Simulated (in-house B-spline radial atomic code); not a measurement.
Configurations of the magnesium ion Mg⁺, with energies counted from [Ne] 3s1. All numbers are computed (scalar-relativistic (X2C) BHandHLYP, spin-polarised, spherical fractional occupations, exact exchange averaged over the configuration; Fermi nucleus of rms radius 3.057 fm) with a B-spline radial code for spherical atoms, not measured. Shells without spins written out take the highest spin.

Occupations are held fixed; configurations that lie above the ionisation limit could autoionise.

```
       configuration  E - E(ref) (eV)  highest orbital  its <r> (bohr)
            [Ne] 4s1           8.6526            4s up           6.259
[He] 2s2 2p5 3s1 3p1           54.041            3p up           2.847
[He] 2s2 2p5 3s1 4d1           63.826            4d up           8.942
[He] 2s1 2p6 3s1 3p1           90.881            3p up           2.852
[He] 2s1 2p6 3s1 3d1            97.47            3d up           4.147
[He] 2s1 2p6 3s1 4d1           100.64            4d up           8.931
```

**Question.** Order these further configurations by energy, lowest first.
A. [He] 2s2 2p5 3s1 4s1
B. [He] 2s2 2p5 3s1 3d1
C. [Ne] 4d1
D. [He] 2s1 2p6 3s1 4f1
E. [He] 2s1 2p6 3s2

**Answer.** C (11.66 eV), A (60.556 eV), B (60.667 eV), E (87.06 eV), D (101.18 eV).

**Question.** How far above the reference does [He] 2s2 2p5 3s1 4p1 lie?

**Answer.** 62.045 eV; its least bound orbital is 4p up with <r> = 6.808 bohr.
